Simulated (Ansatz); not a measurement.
Geometry optimisation, RKS PBE0-D4/6-31G* in Ansatz 0.2.0.

Input:

```yaml
crystal:
  periodic: [false, false, false]
  atoms:
    - { symbol: Al, position_ang: [0.128007, 0.523044, -0.178498] }
    - { symbol: H, position_ang: [-0.612513, -0.922207, 2.053289] }
    - { symbol: O, position_ang: [1.682228, -0.075659, -0.536991] }
    - { symbol: H, position_ang: [1.80849, -0.685228, -1.270105] }
    - { symbol: H, position_ang: [-1.169531, 0.092834, -0.964518] }
    - { symbol: O, position_ang: [0.006835, 1.715596, 1.090097] }
    - { symbol: Si, position_ang: [0.843082, 2.722649, 2.084351] }
    - { symbol: H, position_ang: [1.567331, 1.954977, 3.139281] }
    - { symbol: H, position_ang: [1.842766, 3.537013, 1.333618] }
    - { symbol: H, position_ang: [-0.107927, 3.652621, 2.754749] }
    - { symbol: H, position_ang: [-0.533369, -0.21494, 2.038927] }
basis:
  gaussian: { orbitals: "6-31G*" }
hamiltonian:
  xc: pbe0
  dispersion: d4
relax:
  f_tol: 0.03
  max_steps: 50
```

Command:

```bash
$ ansatz run input.yaml --threads 1 --pin off --max-ram 2048MiB --backend cpu --events-out ev --progress --plain --runs-dir out
```

**Question.** Where does it end, and by what steps?

**Answer.** The forces met the threshold. The force dipped under the threshold on the way, but the program's further checks kept it going. After 9 steps the energy has fallen by 0.096 eV; H11 moved furthest, 0.40 Å.

```
step  energy less start (eV)  largest force component (eV/Å)  accepted
   0                  0.0000                           1.522       yes
   1                 -0.0776                           0.505       yes
   2                 -0.0910                           0.358       yes
   3                 -0.0941                           0.054       yes
   4                 -0.0947                           0.028       yes
   5                 -0.0951                           0.025       yes
   6                 -0.0954                           0.065       yes
   7                 -0.0956                           0.047       yes
   8                 -0.0960                           0.023       yes
   9                 -0.0962                           0.026       yes
```

```xyz
11
Properties=species:S:1:pos:R:3
Al 0.126 0.618 -0.150
H -0.558 -1.266 1.876
O 1.649 -0.077 -0.483
H 1.730 -0.767 -1.148
H -1.191 0.193 -0.907
O 0.072 1.868 1.003
Si 0.884 2.841 2.050
H 1.555 2.043 3.118
H 1.925 3.644 1.347
H -0.074 3.783 2.693
H -0.660 -0.579 2.146
```

Whether the end is a true minimum wasn't checked by a vibrational analysis.

Run time: 44 s on 1 thread of Arm Neoverse V1, on a shared host, peak memory 0.16 GiB.
